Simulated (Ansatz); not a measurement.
C₂H₄GeO (`[GeH3][C]1=CO1`). The species carries charge 0 and has multiplicity 1. Geometry: relaxed with PBE0-D4/def2-TZVP.

```xyz
8

Ge    0.502    0.972   -0.779
C    -0.186   -0.510    0.182
C    -0.667   -1.460    0.905
O    -0.727   -0.502    1.827
H     0.828    0.446   -2.182
H    -0.564    2.073   -0.836
H     1.765    1.486   -0.076
H    -0.951   -2.503    0.959
```

Question: What is the dipole moment at ωB97M-V/def2-TZVPP? (An estimate is asked.)

Answer: The calculation gave: 2.22 D, with components (0.44, -0.86, -2.00) D in this frame, pointing from negative to positive charge.

Question: And with PBE, r2SCAN, B3LYP? (Estimate.)

Answer: Computed: PBE 1.93 D, r2SCAN 2.03 D, B3LYP 2.17 D.

Question: Give the Mulliken charges with ωB97M-V, B3LYP, r2SCAN in def2-TZVPP. (Best estimate.)

Answer: Ansatz gave: 
```
atom  ωB97M-V  B3LYP  r2SCAN
 Ge1     0.11   0.15    0.18
  C2    -0.03  -0.05   -0.07
  C3     0.01   0.04    0.09
  O4    -0.36  -0.36   -0.35
  H5     0.03   0.01    0.00
  H6     0.03   0.01    0.00
  H7     0.03   0.01    0.00
  H8     0.17   0.18    0.14
```

B3LYP here is the variant with VWN-RPA as its local correlation; programs differ in this.
